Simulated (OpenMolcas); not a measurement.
Pr4+: ligand-field states by method

Pr4+ with 7 ligands (fluoride) in pentagonal bipyramidal coordination (D5h) at 2.23 Å, the axial distance 2.408 Å. A charge of +0.429 e stands 3.2 Å behind each ligand. Ligand basis ANO-RCC-VDZP.
```
Pr    0.0000    0.0000    0.0000
F     2.2300    0.0000    0.0000
F     0.6891    2.1209    0.0000
F    -1.8041    1.3108    0.0000
F    -1.8041   -1.3108    0.0000
F     0.6891   -2.1209    0.0000
F     0.0000    0.0000    2.4084
F     0.0000    0.0000   -2.4084
```

* Program: OpenMolcas
* Basis: ANO-RCC-VDZP [7s6p4d2f1g]
* Scalar Hamiltonian: DKH2, point nucleus
* Active space: 1 electron in 7 orbitals (4f)
* State averaging: 2S+1 = 2 odd, 7 roots
* Spin-orbit coupling: RASSI with atomic mean-field integrals over the reference wave functions

I. CASSCF
II. SS-CASPT2, IPEA 0.25 Eh, imaginary shift 0.1 Eh (closed shells correlated: 5s 5p and the ligand valence shells)

Spin-free states in cm-1, each column counted from its own energy of the first state listed:

```
   State  Degeneracy     I    II
2S+1 = 2           2     0     0
2S+1 = 2           2   624   670
2S+1 = 2           1   818   990
2S+1 = 2           2  1457  1600
```

From I to II, I's first state of the same spin (2S+1 = 2) moves from 624 to 670 cm-1, by about +50 cm-1.

With spin-orbit coupling the lowest J multiplet is 962 (I), 1045 (II) cm-1 wide, a factor of 1.09 from I to II.

χT at 300 K: I 0.53, II 0.49 cm3 K/mol.

Over all roots computed the reference weight is 0.68 in II; a low but even weight reflects the number of correlated electrons. Splittings of an f shell from a small cluster at a set distance can be off by tens of per cent, mostly too small (holds for II). No measured value stands beside these numbers; the geometry was imposed, not optimised, and the real ion may take another.
